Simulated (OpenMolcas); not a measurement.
Nb4+: moving or changing the point charges

Nb4+ among 4 point charges of -1 e arranged as a tetrahedron (Td), 2.01 Å from the ion.

```json
{"Program": "OpenMolcas 26.06", "Method": "CASSCF", "Basis": "ANO-RCC-VTZP [7s6p4d2f1g]", "Scalar Hamiltonian": "DKH2, point nucleus", "Active space": "1 electron in 5 orbitals (4d)", "State averaging": "2S+1 = 2 even, 5 roots", "Spin-orbit coupling": "RASSI with atomic mean-field integrals over the reference wave functions"}
```

Runs around this geometry, states (labels of Td). Energies in cm-1 above the lowest state or level, χT in cm3 K/mol; 10Dq is the gap between the two states; 10Dq is negative for this site.

| R (Å) | q (e) | Ground state | First state of that spin | 10Dq | First gap with spin-orbit (degeneracies) | χT at 300 K |
| --- | --- | --- | --- | --- | --- | --- |
| 2.01 | -0.5 | 2E | 2T2 1476 | -1476 | 2111 (4, 4) | 0.253 |
| 1.83 | -1 | 2E | 2T2 3890 | -3890 | 3950 (4, 4) | 0.246 |
| 2.01 | -1 | 2E | 2T2 2664 | -2664 | 2909 (4, 4) | 0.232 |
| 2.19 | -1 | 2E | 2T2 1850 | -1850 | 2325 (4, 4) | 0.240 |

Taking |10Dq| as R^-n, n = -ln(1850 / 3890) / ln(2.19 / 1.83) = 4.1 between the shortest and longest distance. The point-charge formula for a cubic d site gives n = 5.

Scaling the charges by -0.5 / -1 = 0.50 scales |10Dq| by 1476 / 2664 = 0.55; with fixed orbitals a first-order splitting would follow the charge.

An orbital doublet at a regular site is open to a Jahn-Teller distortion, which this geometry leaves out. The ground term spreads over less than 5000 cm-1, several times less than with real ligands, so orbital moments are less quenched and χT lies further from the spin-only value than at real sites. This is an electrostatic model: the charges have no orbitals. No measured value stands beside these numbers.
